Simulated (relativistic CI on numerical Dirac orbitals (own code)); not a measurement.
## Slater and spin-orbit integrals, Fe VIII

Method of calculation: Dirac-Coulomb-Breit CI, KLI orbitals optimised for each configuration, QED by a radiative potential, unscaled Slater integrals (own radial code, finite nucleus).

Slater integrals F^k, G^k are unscaled and averaged over j, outside the closed core [Ne]; ζ comes from projecting the Hamiltonian with its Breit term on Σ l·s of the shell.

- 3s2.3p6.3d: ζ(3d) = 713.28 cm⁻¹; <r>(3d) = 0.7842, <r^2>(3d) = 0.7325 (bohr units).
- 3s2.3p5.3d2: ζ(3p) = 9587.7, F^2(3d,3d) = 125320, F^4(3d,3d) = 79708, F^2(3p,3d) = 124050, G^1(3p,3d) = 148950, G^3(3p,3d) = 93706, ζ(3d) = 689.44 cm⁻¹; <r>(3p) = 0.7786, <r^2>(3p) = 0.7022, <r>(3d) = 0.7853, <r^2>(3d) = 0.7346 (bohr units).
- 3s.3p6.3d2: F^2(3d,3d) = 125130, F^4(3d,3d) = 79579, G^2(3s,3d) = 115180, ζ(3d) = 714.87 cm⁻¹; <r>(3s) = 0.7619, <r^2>(3s) = 0.6631, <r>(3d) = 0.7863, <r^2>(3d) = 0.7366 (bohr units).

(1) Give the Racah parameters of the d shell in 3s2.3p5.3d2.

In this model ζ of a weakly bound d, f or g electron outside closed shells comes out too small, for d by up to a factor of two or three and at times with the wrong sign; that of an outer p electron is too small as well.

Averages of the first 10 configurations, taken without configuration mixing, which lowers the lowest level and can move excited configurations by several eV; other configurations of the list can lie among them:

```
Configuration  Parity  States  Average energy above the lowest level (eV)
   3s2.3p6.3d    even      10                                         0.4
  3s2.3p5.3d2     odd     270                                        56.9
   3s2.3p6.4s    even       2                                        52.7
   3s.3p6.3d2    even      90                                        99.7
   3s2.3p6.4p     odd       6                                        64.1
   3s2.3p6.4d    even      10                                        81.5
   3s2.3p6.4f     odd      14                                        94.3
   3s2.3p6.5s    even       2                                        96.1
   3s2.3p6.5p     odd       6                                       101.1
3s2.3p5.3d.4s     odd     120                                       108.1
```

## Answers

(1) B = F²/49 − 5F⁴/441 = 1654 cm⁻¹ and C = 35F⁴/441 = 6326 cm⁻¹.
